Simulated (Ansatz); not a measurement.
CH₅AlOS, relaxed with RKS PBE0-D4/def2-TZVP in the Gaussian-basis code of Ansatz from a PBE-D4/def2-SVP geometry. The force threshold is 0.005 eV/Å; the program also tests the step.

The species carries charge 0 and has multiplicity 1. The bonds changed during the relaxation, so this is another structure than the one it started from.

Start:

```xyz
9

O    -0.926   -0.017   -0.130
C    -0.115   -1.204    0.222
S     1.324   -0.549    1.121
Al    0.558    1.347    0.091
H    -1.365   -0.141   -0.997
H     0.163   -1.722   -0.721
H    -0.727   -1.878    0.856
H     0.125    2.582    1.007
H     0.964    1.582   -1.448
```

```tsv
step	energy (eV)	largest force (eV/Å)	largest move (Å)
1	-20590.1073	0.587	0.000
2	-20590.1415	0.172	0.025
3	-20590.1467	0.065	0.014
4 (rejected)	-20590.1452	0.109	0.023
5	-20590.1473	0.016	0.011
6	-20590.1474	0.006	0.004
7	-20590.1474	0.003	0.001
```

End:

```xyz
9

O    -0.908   -0.013   -0.130
C    -0.111   -1.195    0.219
S     1.319   -0.547    1.098
Al    0.543    1.321    0.086
H    -1.354   -0.127   -0.977
H     0.162   -1.707   -0.706
H    -0.721   -1.843    0.848
H     0.106    2.544    0.993
H     0.965    1.567   -1.431
```

It took 29 s on 2 threads of an Arm Neoverse V2 on a shared host, with 0.37 GiB of host memory at the peak.
